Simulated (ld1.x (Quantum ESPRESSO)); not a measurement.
# Transferability test, PAW potential for Mo (Z = 42)

ld1.x (Quantum ESPRESSO) 7.5 input, shortened:

```
&input
   title='Mo', zed=42., rel=1, dft='PBESOL', iswitch=3,
   config='[Kr] 4d5 5s0 5p0'
 /
 &inputp
   pseudotype=3, lpaw=.true., tm=.true., lloc=-1, rcloc=2.70,
   nlcc=.true., new_core_ps=.true., rcore=1.90,
   which_augfun='BESSEL', rmatch_augfun=1.85
 /
6
5S  1  0   0.00   0.00  2.65  3.05  0.0
5S  1  0   0.00   0.05  2.65  3.05  0.0
5P  2  1   0.00   0.00  2.30  2.85  0.0
5P  2  1   0.00   1.40  2.30  2.85  0.0
4D  3  2   5.00   0.00  1.85  2.50  0.0
4D  3  2   0.00   0.05  1.85  2.50  0.0
 &test
   configts(1)='4d5 5s0 5p0'
 /
```

Energies are relative to the spin-unpolarised reference configuration 4d5 5s0 5p0; without spin polarisation the order of configurations can differ from experiment.

| valence configuration | charge | ΔE all-electron (eV) | error AE − PS (meV) |
| --- | --- | --- | --- |
| 4d5 5s1 5p0 | 0 | -6.904 | -0.5 |
| 4d3 5s0 5p0 | +3 | 42.180 | -528 |
| 4d4 5s2 5p0 | 0 | -6.727 | -27 |
| 4d5 5s0 5p1 | 0 | -3.715 | -0.2 |
| 4d6 5s0 5p0 | 0 | -6.131 | -15 |
| 4d2 5s0 5p0 | +4 | 81.654 | -1666 |

Question: What are ΔE and the potential's error for 4d4 5s0 5p0?

Answer: ΔE = 15.455 eV all-electron; the error (AE − PS) is -83 meV.

Levels in the configuration 4d5 5s0 5p1:

```json
{"level": "4d", "all-electron (eV)": "-5.045", "pseudo (eV)": "-5.056"}
{"level": "5p", "all-electron (eV)": "-1.748", "pseudo (eV)": "-1.747"}
```
